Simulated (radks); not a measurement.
Numerical settings for neutral antimony, [Kr] 4d10 5s2 5p3. Method: scalar-relativistic Kohn-Sham, LDA (Slater exchange, Perdew-Wang correlation), spin-polarised, spherical densities, finite nucleus; open shells are filled with parallel spins first (spin-orbit coupling, left out, can overturn this in heavy ions); Fermi nuclear charge, rms radius 4.6802 fm; computed with a radial shooting solver on a logarithmic mesh with Libxc functionals. The defaults (mesh step 0.008 in ln r, mesh end at 40 bohr or more with all orbitals vanishing there, Anderson mixing 0.5 over 9 steps, residual threshold near 1e-9 with the energy settled to 1e-9 hartree or 1e-11 of itself, here a cap of 88 iterations) give E = -6475.8289 hartree and 5p at -5.520 eV in 13 iterations. Run on one thread of a shared host, so times are rough (Arm Neoverse V2): 0.18 s of CPU time, 0.18 s wall, 13 iterations on 2437 mesh points. Changes against that run (0 stands for a change within the tolerance of the run):

| setting | iterations | converged | E (mhartree) | e(5p) (meV) | CPU (s) |
|---|---|---|---|---|---|
| mesh step in ln r 0.02 | 13 | yes | 0 | 0 | 0.08 |
| mesh step in ln r 0.003 | 13 | yes | 0 | 0 | 0.46 |
| mesh step in ln r 0.12 | 2 | no | diverged | - | 0.01 |
| mesh end (bohr) 1 | 13 | level above zero | +2.92e+05 | +1.08e+06 | 0.14 |
| mesh end (bohr) 2 | 13 | level above zero | +1.67e+04 | +1.12e+05 | 0.14 |
| residual threshold 0.01 | 9 | yes | 0 | +0.167 | 0.14 |
| residual threshold 0.001 | 9 | yes | 0 | +0.167 | 0.14 |
| mixing 1 | 12 | yes | 0 | 0 | 0.17 |
| linear mixing, mixing 0.05 | 88 | no | +0.786 | -23.5 | 1.1 |
| linear mixing, mixing 0.8 | 63 | yes | 0 | 0 | 0.69 |
| mixing history 2 | 20 | yes | 0 | 0 | 0.24 |
| iteration cap 5 | 5 | no | -0.124 | +2.95 | 0.09 |

Settled on a wrong energy, with an occupied level pushed above zero by the early mesh end: mesh end (bohr) 1 (+292 hartree); mesh end (bohr) 2 (+16.7 hartree). Apart from these: no run marked as converged misses the energy by more than 1 mhartree. A mesh that ends early acts as a hard wall.
